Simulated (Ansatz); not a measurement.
Born–Oppenheimer molecular dynamics of C₂H₉BSSi (14 atoms, charge 0, multiplicity 1). It starts from a relaxed structure.

These are results of Ansatz 0.2.0, RKS B3LYP/STO-3G, not measurements.

```yaml
ensemble: NVE (velocity Verlet)
time_step: 2 fs
steps_asked: 40
starting_velocities_drawn_for: 500 K
seed: 823581
```

First frame:

```xyz
14
Properties=species:S:1:pos:R:3
B -1.232 1.519 -0.432
Si -0.276 0.160 0.623
C 1.544 0.631 0.772
C -0.407 -1.588 -0.101
S 0.312 -1.826 -1.776
H -1.339 2.618 -0.033
H -1.714 1.292 -1.479
H -0.839 0.125 1.960
H 1.664 1.645 1.176
H 2.046 0.596 -0.203
H 2.073 -0.060 1.442
H -1.459 -1.922 -0.094
H 0.135 -2.286 0.556
H -0.521 -0.935 -2.383
```

(1) How far do the bonds stretch over the last three quarters of this one trajectory? (Pairs bonded in most of those frames.)

Answers

(1) 
| bond | mean (Å) | spread (Å) | shortest | longest |
| --- | --- | --- | --- | --- |
| B1–Si2 | 1.983 | 0.041 | 1.92 | 2.04 |
| B1–H6 | 1.184 | 0.058 | 1.09 | 1.30 |
| B1–H7 | 1.188 | 0.068 | 1.07 | 1.30 |
| Si2–C3 | 1.881 | 0.027 | 1.84 | 1.92 |
| Si2–C4 | 1.899 | 0.020 | 1.87 | 1.93 |
| Si2–H8 | 1.454 | 0.007 | 1.44 | 1.46 |
| C3–H9 | 1.103 | 0.026 | 1.06 | 1.16 |
| C3–H10 | 1.101 | 0.035 | 1.04 | 1.16 |
| C3–H11 | 1.103 | 0.031 | 1.05 | 1.15 |
| C4–S5 | 1.837 | 0.013 | 1.81 | 1.85 |
| C4–H12 | 1.107 | 0.018 | 1.08 | 1.13 |
| C4–H13 | 1.104 | 0.016 | 1.08 | 1.13 |
| S5–H14 | 1.369 | 0.053 | 1.29 | 1.44 |

Mean temperature of the second half: 244 K. The conserved energy wandered by up to 13.9 meV per atom (net 0.7 meV per atom), which is poor conservation. Over the second half the temperature averaged 0.49 of the 500 K drawn at the start: a run that starts near a minimum puts about half its kinetic energy into the potential. A step of 2 fs is long for free X–H stretches (periods near 10 fs) and can bias their spread and the temperature. A run of 0.08 ps of so small a system gives no equilibrium averages. Limits of this set-up: minimal basis.

Run time: 94 s on 1 thread of Arm Neoverse V1, with other jobs on the host, peak memory 0.094 GiB.
